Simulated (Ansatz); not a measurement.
C2H5IMg, singlet, at a GFN2-xTB geometry (such geometries of metal compounds can be far from the true shape) (all electrons, no relativity); SC-NEVPT2/STO-3G, CASSCF(4,4) (Ansatz, a quantum-chemistry and plane-wave program).

Here is a job for Ansatz.
Ansatz 0.2 input:
```yaml
crystal:
  periodic: [false, false, false]
  atoms:
    - {symbol: Mg, position_ang: [-0.18007962, -1.47308610, 0.57211263]}
    - {symbol: I, position_ang: [0.51423573, 1.06005502, 0.31821767]}
    - {symbol: C, position_ang: [-1.27717440, -2.70268987, -0.71380634]}
    - {symbol: C, position_ang: [-1.58367989, -1.81509474, -1.91083855]}
    - {symbol: H, position_ang: [-2.21119301, -3.05244812, -0.26999355]}
    - {symbol: H, position_ang: [-0.72115078, -3.58199613, -1.04378651]}
    - {symbol: H, position_ang: [-0.66363845, -1.47323105, -2.39667998]}
    - {symbol: H, position_ang: [-2.16346768, -0.93475449, -1.61356626]}
    - {symbol: H, position_ang: [-2.16896272, -2.35674502, -2.65899244]}
basis:
  gaussian:
    orbitals: STO-3G
magnetization: {spin_polarized: false}
correlation: {method: sc_nevpt2, electrons: all, active_space: {window: {electrons: 4, orbitals: 4}}}
```

The log (banner, timings and long lists left out):

```
Functional definition: HF
577 factors; integrals over basis functions are off by at most 2.3e-4 eV
mean field evaluation 1: about -193896.0274 eV, gradient 1.6e1 eV
mean field evaluation 2: about -193896.2367 eV, gradient 1.6e1 eV
mean field evaluation 4: about -193897.8203 eV, gradient 1.2e0 eV
mean field evaluation 8: about -193897.8271 eV, gradient 1.3e-4 eV
mean field -193897.82714284 eV, -7125.6137188317 hartree, gradient 1.6e-6 eV, S^2 0.000000; 0 other end points of the search recorded, 0 dependent functions left out
reference -193897.82714284 eV, -7125.6137188317 hartree; 41, 41 occupied and 10, 10 virtual orbitals, 577 factors
state -193898.78347050 eV, -7125.6488632249 hartree
state -193898.78347050 eV, -7125.6488632249 hartree; corrected -193901.81962731 eV, -7125.7604399296 hartree
state -193898.74083260 eV, -7125.6472963110 hartree
state -193898.74083260 eV, -7125.6472963110 hartree; corrected -193901.80297803 eV, -7125.7598280800 hartree
state -193898.78347050 eV, -7125.6488632249 hartree; corrected -193901.81962731 eV, -7125.7604399296 hartree
the orbitals are reached from a further start. From the first start the search ends at -193898.74076609 eV, -7125.6472938667 hartree
Total energy: -193901.81962731 eV, -7125.7604399296 hartree
```
